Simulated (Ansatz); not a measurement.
Z-matrix (Å, degrees):
```
Ti
F 1 1.7437
F 1 1.7438 2 109.16
F 1 1.7440 2 109.47 3 119.97
F 1 1.7445 2 109.57 3 -119.95
```
Charge 0, spin multiplicity 1.

Method: Ansatz (a first-principles code) with frozen-core CCSD(T)/def2-TZVPP // BP86-D3(BJ)/def2-SVP.

```yaml
HF energy: -1246.62463 Ha
MP2 correlation energy: -1.43090 Ha
```

Task: Estimate the CCSD correlation energy, the (T) correction, the total energy and the T1 diagnostic.

Result: 
The CCSD correlation energy comes out as -1.41931 Ha and the (T) correction is -0.05984 Ha. The CCSD(T) total energy comes out as -1248.10378 Ha and the T1 diagnostic is 0.024.
